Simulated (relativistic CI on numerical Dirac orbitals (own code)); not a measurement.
# Forbidden lines of Ru12+

Calculated at this level of theory: Dirac-Coulomb-Breit CI, separate exchange-only KLI orbitals for each configuration, model QED (radiative potential, 1s self-energy scaled to tabulated hydrogen-like ionisation energies), unscaled Slater integrals (own radial code, finite nucleus).

Configurations in the expansion (outside the closed core [Ar] 3d10): 4s2 4p2, 4s 4p3, 4p4, 4s2 4p 4d, 4s 4p2 4d, 4s2 4p 4f, 4s 4p2 4f, 4p3 4d, 4s 4p 4d2, 4s2 4p 5s, 4s2 4d 4f, 4s2 4p 5p, 4p3 4f, 4p3 5s, 4s 4p2 5s, 4s2 4p 5d, 4s 4p 4d 5s, 4s 4p2 5p, 4s2 4f 5s, 4s2 4p 5f, 4s2 4p 6s, 4p2 4d 4f, 4s2 4p 5g, 4s2 4p 6p, 4s 4p2 5d, 4s 4p 4f2, 4s 4p 5s2, 4s2 4d2, 4s 4d3, 4s 4d2 4f, 4p2 4d2, 4p 4d3, 4p 4d2 4f, 4p 4d2 5s, 4s2 4f2, 4s 4d 4f2, 4s 4f3, 4s2 4d 5s, 4s 4d2 5s, 4s 4d 4f 5s, 4p2 4f2, 4p 4d 4f2, 4p 4f3, 4p 4f2 5s, 4s 4p 4d 4f, 4s2 5s2, 4s 4d 5s2, 4s 4f 5s2, 4p2 4d 5s, 4p 4d 4f 5s, 4p 4d 5s2, 4s 4p 4f 5s, 4s 4f2 5s. Double excitations out of closed p, d and f shells are left out; levels of such configurations are missing from the list, as are those of other unlisted configurations, and high levels can miss mixing partners. These lack a partner that the ground configuration has and come out too high: 4s 4p2 5p, 4s 4p2 5d, 4s2 4p 5p, 4s2 4p 5d, 4s2 4p 5f.

```
λ vac (nm)                 Lower                 Upper  Type   A (s⁻¹)  E lower (cm⁻¹)  E upper (cm⁻¹)
    24.298      4s2 4p2 1D_2 [4]  4s2 4p 4d 3F°_4 [18]    M2  1.03e+02           73641          485191
    40.158      4s 4p3 5S°_2 [6]  4s2 4p 4d 3F°_4 [18]    E2  9.23e+01          236174          485191
    52.788      4s 4p3 3D°_2 [8]  4s2 4p 4d 3F°_4 [18]    E2  9.99e+01          295754          485191
    55.777      4s 4p3 3D°_3 [9]  4s2 4p 4d 3F°_4 [18]    M1  3.20e+01          305905          485191
    70.747     4s 4p3 3P°_2 [12]  4s2 4p 4d 3F°_4 [18]    E2  7.94e+01          343842          485191
    119.84      4s2 4p2 3P_1 [2]      4s2 4p2 1S_0 [5]    M1  3.68e+03           25241          108687
    206.61      4s2 4p2 3P_1 [2]      4s2 4p2 1D_2 [4]    M1  5.41e+02           25241           73641
    269.93      4s2 4p2 3P_0 [1]      4s2 4p2 3P_2 [3]    E2  8.68e-01               0           37047
    273.27      4s2 4p2 3P_2 [3]      4s2 4p2 1D_2 [4]    M1  4.53e+02           37047           73641
    396.18      4s2 4p2 3P_0 [1]      4s2 4p2 3P_1 [2]    M1  2.54e+02               0           25241
    430.44  4s2 4p 4d 3F°_3 [17]  4s2 4p 4d 3F°_4 [18]    M1  2.42e+02          461958          485191
    847.02      4s2 4p2 3P_1 [2]      4s2 4p2 3P_2 [3]    M1  1.43e+01           25241           37047
```

Terms are leading LS components. Brackets give the number of a level in order of energy, since labels repeat. The list gives strong lines, with weight on those to low levels, among the lowest 400 of 4223 levels, so that lines to higher ones, which can be the strongest, are missing. Levels whose partners in the same complex of configurations lie outside the list can be far off, and so can their lines. Rates are taken at the computed energies, electric ones in the length gauge.

At this charge energies of transitions that change n are usually good to better than 1 %, and those within a shell (Δn = 0) to a few per cent.

LS names give the leading component of a level, which can be under half, so a name can repeat, a term be missing and a line seem to break the LS rules.
